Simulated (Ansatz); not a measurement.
Basis-set series for C₂H₆FGaO₂, SMILES `C[O][Ga]([F])[O]C`. The species carries charge 0 and has multiplicity 1. Geometry: relaxed with PBE0-D4/def2-TZVP. It is one conformer, not always the lowest.

```xyz
12

C    -0.127    2.411    0.153
O     0.236    1.049    0.050
Ga   -0.945   -0.260    0.037
F    -2.640    0.135    0.155
O    -0.480   -1.948   -0.090
C     0.873   -2.344   -0.191
H    -1.209    2.565    0.215
H     0.332    2.842    1.048
H     0.248    2.953   -0.720
H     1.117   -3.011    0.641
H     1.021   -2.892   -1.126
H     1.574   -1.502   -0.172
```

```tsv
functional	basis	functions	energy (Eh)	HOMO (eV)	LUMO (eV)
PBE0-D4	def2-SVP	132	-2253.93501	-7.99	-0.98
PBE0-D4	def2-QZVPP	554	-2254.64323	-8.17	-1.25
ωB97M-V	def2-SVP	132	-2254.31019	-10.37	0.92
ωB97M-V	def2-QZVPP	554	-2255.02610	-10.58	0.44
```

Problem. Give the rows for def2-TZVPP. (An estimate is asked.)

Solution. Ansatz gave: 
```
functional       basis  functions  energy (Eh)  HOMO (eV)  LUMO (eV)
   PBE0-D4  def2-TZVPP        287  -2254.57957      -8.13      -1.12
   ωB97M-V  def2-TZVPP        287  -2254.96497     -10.53       0.77
```

Positive LUMOs are unbound and depend on the basis. Scalar relativity is left out up to krypton.
